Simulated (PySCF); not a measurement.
# Electron correlation in O⁺ (oxygen, charge +1)

[He] 2s2 2p3, high-spin 4S determinant. All numbers are calculated (PySCF 2.14, scalar relativity by spin-free X2C-1e, in ANO-RCC-VTZP (4s3p2d1f, 30 functions)). Frozen: 1s2; 5 electrons correlated.

```
  level  correlation energy (mhartree)
   CCSD                        -110.04
    (T)                          -1.53
CCSD(T)                        -111.57
  CCSDT                        -111.80
```

Diagnostics: T1 = 0.0042, D1 = 0.0086, largest double amplitude 0.033.

Cost of the coupled-cluster step: of the order of 0.5 core-seconds, for 5 correlated electrons.
